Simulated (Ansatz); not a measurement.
Cost and result for the atomization energy of C₂H₇BO₃, SMILES `CCOB(O)O` (13 atoms, 12 bonds).

Z-matrix (Å, degrees):
```
C
C 1 1.507
H 1 1.092 2 110.2
H 1 1.092 2 110.7 3 119.9
H 1 1.092 2 110.7 3 -119.9
O 2 1.421 1 108.9 3 -179.8
H 2 1.095 1 110.8 3 -59.4
H 2 1.095 1 110.9 3 59.6
B 6 1.361 2 120.6 1 -177.6
O 9 1.366 6 120.7 2 0.1
O 9 1.369 6 119.6 2 -179.9
H 10 0.960 9 111.8 6 179.9
H 11 0.960 9 111.8 6 0.0
```

Charge 0, multiplicity 1. The geometry is a stationary point of PBE0-D4/def2-TZVP. It is one conformer, not always the lowest. Program: Ansatz. All runs use 2 threads of an AMD EPYC 7R13 on a shared host and a share of an NVIDIA H100 80 GB. Times are those of one run each, without the atoms' runs, and a repeat can differ threefold. Electronic energies, without spin–orbit coupling; frozen cores. CCSD(T)/CBS adds CCSD(T) − MP2 in def2-TZVPP to the MP2 limit, and its time is that of the two runs behind it. T1 = 0.011. B3LYP takes the VWN-RPA correlation (the form of Gaussian; ORCA's B3LYP/G).

CCSD(T)/CBS is a level of theory with its own doubt, some kJ/mol a heavy atom from the limit and from the frozen cores, so smaller differences don't rank the functionals.

```json
{"level": "PBE-D4/def2-TZVPP (with forces)", "functions": "284", "wall time": "3 s"}
{"level": "PBE0-D4/def2-TZVPP", "functions": "284", "wall time": "3 s"}
{"level": "B2PLYP/def2-TZVPP", "functions": "284", "wall time": "3.1 s"}
{"level": "ωB97X-V/def2-TZVPP", "functions": "284", "wall time": "3.2 s"}
{"level": "B3LYP-D4/def2-TZVPP (with forces)", "functions": "284", "wall time": "3.4 s"}
{"level": "ωB97M-V/def2-TZVPP (with forces)", "functions": "284", "wall time": "4 s"}
{"level": "r2SCAN-D4/def2-TZVPP (with forces)", "functions": "284", "wall time": "4.5 s"}
{"level": "CCSD(T)/def2-TZVPP", "functions": "284", "wall time": "6 s"}
{"level": "MP2/def2-QZVPP", "functions": "552", "wall time": "6 s"}
{"level": "CCSD(T)/CBS(def2)", "functions": "–", "wall time": "12 s"}
```

(1) What atomization energy does each give, and how far from CCSD(T)/CBS? (An estimate is asked.)

Results:

(1) Computed: 
```json
{"level": "PBE-D4/def2-TZVPP (with forces)", "atomization (kcal/mol)": "1340.3", "difference from CCSD(T)/CBS": "27.3", "per bond": "2.3"}
{"level": "PBE0-D4/def2-TZVPP", "atomization (kcal/mol)": "1312.9", "difference from CCSD(T)/CBS": "-0.1", "per bond": "0.0"}
{"level": "B2PLYP/def2-TZVPP", "atomization (kcal/mol)": "1301.3", "difference from CCSD(T)/CBS": "-11.7", "per bond": "-1.0"}
{"level": "ωB97X-V/def2-TZVPP", "atomization (kcal/mol)": "1311.8", "difference from CCSD(T)/CBS": "-1.2", "per bond": "-0.1"}
{"level": "B3LYP-D4/def2-TZVPP (with forces)", "atomization (kcal/mol)": "1310.7", "difference from CCSD(T)/CBS": "-2.3", "per bond": "-0.2"}
{"level": "ωB97M-V/def2-TZVPP (with forces)", "atomization (kcal/mol)": "1317.2", "difference from CCSD(T)/CBS": "4.2", "per bond": "0.3"}
{"level": "r2SCAN-D4/def2-TZVPP (with forces)", "atomization (kcal/mol)": "1317.5", "difference from CCSD(T)/CBS": "4.5", "per bond": "0.4"}
{"level": "CCSD(T)/def2-TZVPP", "atomization (kcal/mol)": "1280.8", "difference from CCSD(T)/CBS": "-32.2", "per bond": "-2.7"}
{"level": "MP2/def2-QZVPP", "atomization (kcal/mol)": "1330.9", "difference from CCSD(T)/CBS": "17.9", "per bond": "1.5"}
{"level": "CCSD(T)/CBS(def2)", "atomization (kcal/mol)": "1313.0", "difference from CCSD(T)/CBS": "0.0", "per bond": "0.0"}
```

The D4 term adds +7.8 kcal/mol with B3LYP and +4.1 kcal/mol with PBE0; it sums over pairs of atoms, weighted by their polarisabilities, and B3LYP, whose exchange is more repulsive, gets the larger term. In def2-TZVPP, CCSD(T) changes the Hartree–Fock value by +316.7 kcal/mol (the triples alone add +18.5 kcal/mol) and MP2 by +347.7 kcal/mol; breaking electron pairs costs correlation energy, which Hartree–Fock lacks. From PBE to PBE0 (25 % exact exchange), in def2-TZVPP and without D4, the atomization energy moves by −26.6 kcal/mol: exact exchange takes away binding that semilocal exchange gives to molecules.
